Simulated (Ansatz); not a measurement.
Start from `N=CBN` and change one atom or group to get `N=C(Cl)BN`.

Ansatz, PBE0-D4/def2-TZVP geometries, multiplicity 1. Each molecule was computed in one conformer, which needn't be the lowest.

```
                                          property  `N=CBN`
               HOMO–LUMO gap (PBE/def2-TZVPP) / eV     3.45
size of the dipole moment (ωB97M-V/def2-TZVPP) / D     3.48
               HOMO energy (B3LYP/def2-TZVPP) / eV    -6.97
                LUMO energy (PBE0/def2-TZVPP) / eV    -1.18
  size of the dipole moment (B3LYP/def2-TZVPP) / D     3.47
                HOMO energy (PBE0/def2-TZVPP) / eV    -7.18
```

**Question.** Give the same properties after the change, and the shifts. (An estimate is asked.)

**Answer.** Computed: 
| property | `N=C(Cl)BN` | shift |
| --- | --- | --- |
| HOMO–LUMO gap (PBE/def2-TZVPP) / eV | 4.09 | 0.64 |
| size of the dipole moment (ωB97M-V/def2-TZVPP) / D | 2.19 | -1.29 |
| HOMO energy (B3LYP/def2-TZVPP) / eV | -7.84 | -0.87 |
| LUMO energy (PBE0/def2-TZVPP) / eV | -1.55 | -0.37 |
| size of the dipole moment (B3LYP/def2-TZVPP) / D | 2.19 | -1.28 |
| HOMO energy (PBE0/def2-TZVPP) / eV | -8.09 | -0.91 |

With PBE0 the HOMO falls by 0.91 eV and the LUMO falls by 0.37 eV, so the gap widens by about 0.54 eV. PBE moves the HOMO by -0.97 eV and ωB97M-V by -0.79 eV. Dipoles are sizes alone; their direction can turn.

B3LYP here is the variant with VWN-RPA as its local correlation; programs differ in this.
